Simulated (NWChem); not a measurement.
Isomers of C$_{4}$H$_{7}$N, each optimised at B3LYP/6-31G* with NWChem, gas phase unless a solvent is named. Flexible species stand in one conformer each, which need not be the lowest. Pople sets run with spherical d functions. Relative energies count from the lowest isomer at each level and are electronic, without zero-point energy, on those geometries. Shieldings are non-relativistic GIAO values without spin-orbit effects.

A: C/N=C/C=C
B: C(C)#CCN
C: CC=C=CN
D: N1(C)C=CC1

```csv
quantity,A,B,C,D
"relative energy, B3LYP/6-31G* (kcal/mol)",0.0,16.8,13.3,21.4
"relative energy, PBE/def2-TZVP (kcal/mol)",0.0,12.0,6.9,17.8
"relative energy, r2SCAN/def2-TZVP (kcal/mol)",0.0,11.8,7.9,18.9
"15N shift against ammonia, B3LYP/6-31G* (ppm)",328.6,33.7,41.9,80.6
```
